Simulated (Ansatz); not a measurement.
Species: ZrOCl, net charge 0, doublet state. SMILES: [Cl][Zr]=[O]
Coordinates optimised at B3LYP-D3(BJ)/def2-TZVP (Ansatz, an electronic-structure program):
```xyz
3

Zr     0.4555     0.3010    -0.2035
O     -0.6307     1.3597    -1.0465
Cl    -0.7749    -1.3482     0.9712
```
Charge 0, spin multiplicity 2.

Quantity: atomisation energy, in kcal/mol. Conventions: UHF or UKS for open shells; frozen cores in correlated levels (noble-gas shells and the d and f shells of earlier blocks); six Cartesian d functions in 6-31G* and its kin unless marked 5d; LANL2DZ with its own core potentials from Na on; atomisation electronic, to ground-state atoms; def2 sets with scalar-relativistic core potentials past Kr; no spin-orbit coupling; no dispersion term unless named. First-principles rows: single points at B3LYP-D3(BJ) geometries (Ansatz). A UHF reference is markedly spin-contaminated in at least one set, which strains HF and MP2.

| level | program | atomisation energy (kcal/mol) |
|---|---|---|
| HF/LANL2DZ | Ansatz | 145.6 |
| HF/6-31G* with LANL2DZ past Ar | Ansatz | 161.2 |
| SVWN5/6-31G* with LANL2DZ past Ar | Ansatz | 346.1 |
| PBE/def2-SVP | Ansatz | 318.6 |
| BLYP/6-31G* with LANL2DZ past Ar | Ansatz | 294.3 |
| B3LYP/LANL2DZ | Ansatz | 266.1 |
| B3LYP/def2-SVP | Ansatz | 291.8 |
| B3LYP/6-31G* with LANL2DZ past Ar | Ansatz | 279.0 |
| PBE0/6-31G* with LANL2DZ past Ar | Ansatz | 281.4 |
| MP2/LANL2DZ | Ansatz | 253.1 |
| MP2/6-31G* with LANL2DZ past Ar | Ansatz | 278.0 |
| r2SCAN-D4/def2-TZVPD | Ansatz + dftd4 | 301.8 |

No value to compare with is used here. The 11 habitual levels span 145.6 (HF/LANL2DZ) to 346.1 kcal/mol (SVWN5/6-31G* with LANL2DZ past Ar); r2SCAN-D4/def2-TZVPD gives 301.8.

The levels are drawn from those run, B3LYP/6-31G* more often than the rest, none by its result; left out are runs that failed, that the program found above a lower state of the same kind, or whose <S^2> lies over 0.5 above the pure value.
